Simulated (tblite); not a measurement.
Species: C5H10F2SSi.
Numbering: `[CH3:1][C:2](=[S:3])[C@@H:4]([CH3:5])[CH2:6][SiH:7]([F:8])[F:9]` (hydrogens: H10, H11, H12 on C1; H13 on C4; H14, H15, H16 on C5; H17, H18 on C6; H19 on Si7)

Structure optimised with GFN2-xTB, isolated species.

(1) Give the optimised bond lengths and angles.

## Answers

(1) 
| bond | length (Å) |
| --- | --- |
| C1–C2 | 1.486 |
| C2=S3 | 1.626 |
| C2–C4 | 1.503 |
| C4–C5 | 1.534 |
| C4–C6 | 1.537 |
| C6–Si7 | 1.893 |
| Si7–F8 | 1.602 |
| Si7–F9 | 1.601 |
| C1–H10, C1–H11, C1–H12 | 1.089 |
| C4–H13 | 1.095 |
| C5–H14, C5–H15, C5–H16 | 1.088 |
| C6–H17 | 1.092 |
| C6–H18 | 1.094 |
| Si7–H19 | 1.440 |

Bonds in one row agree within 0.01 Å and their mean is given. A selection of angles:
| angle | degrees |
| --- | --- |
| C1–C2–S3 | 121.0 |
| C1–C2–C4 | 119.2 |
| S3–C2–C4 | 119.9 |
| C2–C4–C5 | 110.5 |
| C2–C4–C6 | 111.8 |
| C5–C4–C6 | 110.6 |
| C4–C6–Si7 | 114.7 |
| C6–Si7–F8 | 109.5 |
| C6–Si7–F9 | 107.9 |
| F8–Si7–F9 | 101.3 |

Dihedral angles: C1–C2–C4–C5 -69° (synclinal); C2–C4–C6–Si7 58° (synclinal); C4–C6–Si7–F8 -85° (synclinal).

The C–C distances run from 1.486 Å (C1–C2, drawn single) to 1.537 Å (C4–C6, drawn single), a spread of 0.051 Å. Of the pairs four or more bonds apart, F8···H10 is among the closest relative to their van der Waals radii: 2.49 Å, 93 % of the sum of Bondi's values. Si7 (fluorine-bound silicon) is distorted tetrahedral (angles from 101.3° to 119.6°).

Point group: C1 (no symmetry element, even within 0.4 Å). Its GFN2-xTB frequencies are all real (lowest 28 cm⁻¹). The numbers are those of one conformer. 3 starts were optimised and ended at 0.00, 0.71 and 0.81 kcal/mol (GFN2-xTB); the lowest of these is shown.

The numbers are calculated, not measured.
